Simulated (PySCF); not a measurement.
C₄H₄BF₃O.
Structure used (PBE0-D3(BJ)/def2-SVP), in Å, numbered top down from 1:
```xyz
13
C4H4BF3O angstrom
C      2.709    0.495    0.223
C      1.443   -0.163   -0.023
C      0.373   -0.713   -0.226
B     -0.915   -1.459   -0.492
O     -2.140   -0.843   -0.626
C     -2.352    0.486   -0.525
F     -1.996    0.952    0.667
F     -3.643    0.717   -0.693
F     -1.684    1.163   -1.452
H      3.503    0.070   -0.412
H      2.646    1.576    0.025
H      3.013    0.357    1.273
H     -0.953   -2.657   -0.607
```

Linear response at CAM-B3LYP/def2-SVPD (PySCF, frozen core in the response, non-relativistic).

Static isotropic polarisability: 69.17 au (10.25 Å³), principal values 50.5, 60.5, 96.5 au.

Q: What is the polarisability at 1064 nm and at the sodium D line?

A: 69.82 au at 1064 nm (+0.9 %), 71.39 au at 589.3 nm (+3.2 %). The rise at 589.3 nm is 3.41 times that at 1064 nm; a pure ω² law gives 3.26. The lowest singlet lies at 273 nm, shorter than both wavelengths.

Q: What is the isotropic C6 coefficient between two such molecules, C6 = (3/π)∫α(iω)² dω?

A: 2051 au (Eh·bohr⁶) by a ten-point quadrature over imaginary frequencies, which is 1230 eV·Å⁶ or 118 J·nm⁶/mol.

Q: Which effective excitation energy ω̄ makes London's formula C6 = (3/4)α²ω̄ exact here?

A: ω̄ = 4·C6/(3α²) = 0.572 Eh = 15.6 eV. A one-pole form α(ω) = α/(1 − ω²/ω̄²) fitted to the 1064 nm value gives 12.1 eV. London's choice of the ionisation energy (10.35 eV, ΔSCF at the same level) gives C6 = 1360 au, 33 % too low.

Q: What three-body coefficient follows from the one-pole estimate C9 = (3/4)·α·C6?

A: 106000 au. This is an estimate from the two numbers above, not a computed integral.

Q: What molar refraction at the D line follows from R = (4π/3)·N_A·α′, with α′ the polarisability volume?

A: α′ = 10.58 Å³ gives R = 26.68 cm³/mol, for isolated, non-vibrating species.

Q: How many electrons N does the Slater–Kirkwood formula C6 = (3/4)·√N·α^(3/2) need to give this C6?

A: N = (4·C6/3)²/α³ = 22.6; the species has 68 electrons in all.

Q: The lowest 10 singlets have (eV, f): 4.55, 0.001; 5.57, 0.099; 6.73, 0.002; 6.93, 0.005; 7.41, 0.015; 7.76, 0.015; 8.07, 0.800; 8.55, 0.034; 8.75, 0.001; 8.86, 0.030. What share of the static polarisability do they carry in the sum over states α = Σ f/ω²?

A: 12.60 au, 18.2 % of α; the largest term, 9.08 au, is that of the state at 8.07 eV. Their oscillator strengths add up to 1.00. Higher states carry the rest.

One conformer stands for the species.
